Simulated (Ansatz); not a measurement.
Job for Ansatz (an electronic-structure program): R-B3LYP-D3(BJ)/def2-TZVP on F2H2Sn (SMILES [F][SnH2][F]). Elements past Kr take the def2 small-core potentials; no spin–orbit coupling.

Ansatz 0.2 input:
```yaml
crystal:
  periodic: [false, false, false]
  atoms:
    - {symbol: Sn, position_ang: [-0.02727540, -0.16612509, 0.00181724]}
    - {symbol: F, position_ang: [1.54558816, 0.81660658, -0.45173293]}
    - {symbol: F, position_ang: [-1.29039713, 1.26510430, 0.35255587]}
    - {symbol: H, position_ang: [0.26179050, -0.93660316, 1.46463774]}
    - {symbol: H, position_ang: [-0.51659172, -0.96400936, -1.39588504]}
basis:
  gaussian:
    orbitals: def2-TZVP
hamiltonian:
  xc: b3lyp
  dispersion: d3bj
relax: {f_tol: 0.003, max_steps: 120}
```

Program output:

```
WARN ansatz: RAYON_NUM_THREADS=1 ignored (pool sized by the plan → 1); use --threads N
Functional definition: B3LYP
integrals: 0.04 GiB planned
832 factors; their error is unknown
mean field: 0.39 GiB planned
mean field evaluation 1: about -11298.8905 eV, gradient 5.7e1 eV
mean field evaluation 2: about -11279.8217 eV, gradient 1.3e2 eV
mean field evaluation 4: about -11303.6190 eV, gradient 3.0e0 eV
mean field evaluation 8: about -11303.7099 eV, gradient 2.2e-1 eV
mean field -11303.70999472 eV, -415.4036803760 hartree, gradient 2.5e-5 eV, S^2 0.000000; 0 other end points of the search recorded, 0 dependent functions left out
the calculation of the forces begins
reference -11303.71022835 eV, -415.4036889620 hartree; 21, 21 occupied and 103, 103 virtual orbitals, 832 factors
relax step   1: F+E_penalty+E_count = -11303.82115731 eV  Δ(F+E_penalty+E_count) = +0.000e0 eV  max|allowed force component| = 4.394e-1 eV/Å  Δτ_max = 0.0000 Å  (26 SCF iters, accepted)
these checks for a lower state are left out or cut short: starts, cluster_reference, orbital_swaps, neighbouring_geometries, increment
integrals: 0.04 GiB planned
832 factors; their error is unknown
mean field: 0.39 GiB planned
mean field evaluation 16: about -11303.6378 eV, gradient 2.9e0 eV
mean field -11303.72111114 eV, -415.4040888971 hartree, gradient 1.0e-5 eV, S^2 0.000000; 0 other end points of the search recorded, 0 dependent functions left out
the calculation of the forces begins
reference -11303.72134478 eV, -415.4040974831 hartree; 21, 21 occupied and 103, 103 virtual orbitals, 832 factors
relax step   2: F+E_penalty+E_count = -11303.83196424 eV  Δ(F+E_penalty+E_count) = -1.081e-2 eV  max|allowed force component| = 1.292e-1 eV/Å  Δτ_max = 0.0313 Å  (31 SCF iters, accepted)
these checks for a lower state are left out or cut short: starts, cluster_reference, orbital_swaps, neighbouring_geometries, increment
integrals: 0.04 GiB planned
832 factors; their error is unknown
mean field: 0.39 GiB planned
mean field -11303.72217518 eV, -415.4041279999 hartree, gradient 1.0e-5 eV, S^2 0.000000; 0 other end points of the search recorded, 0 dependent functions left out
the calculation of the forces begins
reference -11303.72240870 eV, -415.4041365814 hartree; 21, 21 occupied and 103, 103 virtual orbitals, 832 factors
relax step   3: F+E_penalty+E_count = -11303.83309233 eV  Δ(F+E_penalty+E_count) = -1.128e-3 eV  max|allowed force component| = 1.647e-2 eV/Å  Δτ_max = 0.0094 Å  (32 SCF iters, accepted)
these checks for a lower state are left out or cut short: starts, cluster_reference, orbital_swaps, neighbouring_geometries, increment
integrals: 0.04 GiB planned
832 factors; their error is unknown
mean field: 0.39 GiB planned
mean field evaluation 32: about -11303.7222 eV, gradient 2.1e-5 eV
mean field -11303.72218045 eV, -415.4041281934 hartree, gradient 1.9e-5 eV, S^2 0.000000; 0 other end points of the search recorded, 0 dependent functions left out
the calculation of the forces begins
reference -11303.72241398 eV, -415.4041367754 hartree; 21, 21 occupied and 103, 103 virtual orbitals, 832 factors
relax step   4: F+E_penalty+E_count = -11303.83310601 eV  Δ(F+E_penalty+E_count) = -1.367e-5 eV  max|allowed force component| = 1.342e-3 eV/Å  Δτ_max = 0.0013 Å  (21 SCF iters, accepted)
integrals: 0.04 GiB planned
832 factors; their error is unknown
mean field: 0.39 GiB planned
mean field -11303.72218045 eV, -415.4041281934 hartree, gradient 1.9e-5 eV, S^2 0.000000; 1 other end points of the search recorded, 0 dependent functions left out
the calculation of the forces begins
reference -11303.72241398 eV, -415.4041367754 hartree; 21, 21 occupied and 103, 103 virtual orbitals, 832 factors
Total energy: -11303.83333954 eV, -415.4082132146 hartree
Atom 0 at    -0.026688    -0.153155     0.001418 Å, force    -0.000633    -0.001184    -0.000047 eV/Å
Atom 1 at     1.573957     0.811460    -0.451532 Å, force     0.001342     0.000441    -0.000363 eV/Å
Atom 2 at    -1.305113     1.241263     0.346526 Å, force    -0.000821     0.000458     0.000248 eV/Å
Atom 3 at     0.266995    -0.931209     1.479986 Å, force     0.000090     0.000109     0.000239 eV/Å
Atom 4 at    -0.536037    -0.953387    -1.405004 Å, force     0.000022     0.000176    -0.000077 eV/Å
Dipole moment:    -0.098944    -0.724662     0.033125 e Å
```

Self-consistency was reached.

Cost: about 12 core-seconds (a rough figure).
